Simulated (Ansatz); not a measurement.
`[OH][Hf]([OH])([F])[I]` and `[OH][Hf]([OH])([OH])[F]` differ in one atom or group.

Ansatz, PBE0-D4/def2-TZVP geometries, multiplicity 1. Each molecule was computed in one conformer, which needn't be the lowest.

Elements past krypton have def2 core potentials.

```json
{"property": "HOMO energy (PBE/def2-TZVPP) / eV", "`[OH][Hf]([OH])([F])[I]`": "-6.44"}
{"property": "LUMO energy (PBE0/def2-TZVPP) / eV", "`[OH][Hf]([OH])([F])[I]`": "-0.52"}
{"property": "LUMO energy (B3LYP/def2-TZVPP) / eV", "`[OH][Hf]([OH])([F])[I]`": "-0.75"}
{"property": "HOMO energy (B3LYP/def2-TZVPP) / eV", "`[OH][Hf]([OH])([F])[I]`": "-7.34"}
{"property": "HOMO–LUMO gap (PBE0/def2-TZVPP) / eV", "`[OH][Hf]([OH])([F])[I]`": "7.08"}
{"property": "size of the dipole moment (B3LYP/def2-TZVPP) / D", "`[OH][Hf]([OH])([F])[I]`": "3.77"}
```

Problem. Give the same properties after the change, and the shifts. (Estimate.)

Solution. Computed: 
| property | `[OH][Hf]([OH])([OH])[F]` | shift |
| --- | --- | --- |
| HOMO energy (PBE/def2-TZVPP) / eV | -7.28 | -0.84 |
| LUMO energy (PBE0/def2-TZVPP) / eV | -0.16 | 0.36 |
| LUMO energy (B3LYP/def2-TZVPP) / eV | -0.50 | 0.25 |
| HOMO energy (B3LYP/def2-TZVPP) / eV | -8.72 | -1.38 |
| HOMO–LUMO gap (PBE0/def2-TZVPP) / eV | 8.84 | 1.76 |
| size of the dipole moment (B3LYP/def2-TZVPP) / D | 3.06 | -0.71 |

With PBE0 the HOMO falls by 1.39 eV and the LUMO rises by 0.36 eV, so the gap widens by about 1.75 eV. PBE moves the HOMO by -0.84 eV and ωB97M-V by -1.75 eV. The zero-point energy changes by 29.5 kJ/mol with +3 modes. Dipoles are sizes alone; their direction can turn.

B3LYP here is the variant with VWN-RPA as its local correlation; programs differ in this.

Spin–orbit coupling is left out; it splits and shifts lone-pair levels of the heavy atoms by tenths of an eV.
